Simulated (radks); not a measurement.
Values are calculated unless marked as measured or tabulated.
Coulomb parameter of the 5d shell of the iridium ion Ir2+ in the model configuration [Xe] 4f14 5d5.5 6s1.5, as a second difference U = [E(n + 0.5) + E(n - 0.5) - 2 E(n)] / (0.5)^2 with all orbitals relaxed. "Bare": the charge of the atom changes with n. "Screened": the 6s shell takes up the change at fixed total charge, which measures U(5d,5d) + U(6s,6s) - 2 U(5d,6s). Level of theory: Dirac Kohn-Sham, BLYP, spin-unpolarised, spherical densities, finite nucleus; open shells are shared between the two j in proportion to 2j + 1; Fermi nuclear charge, rms radius 5.4032 fm (a radial shooting solver on a logarithmic mesh with Libxc functionals).

case                   configuration  E - E(n) (eV)
start          [Xe] 4f14 5d5.5 6s1.5          0.000
bare +0.5        [Xe] 4f14 5d6 6s1.5        -12.449
bare -0.5        [Xe] 4f14 5d5 6s1.5         15.525
screened +0.5      [Xe] 4f14 5d6 6s1         -2.101
screened -0.5      [Xe] 4f14 5d5 6s2          2.419

U(bare) = 12.304 eV, U(screened by 6s) = 1.272 eV.
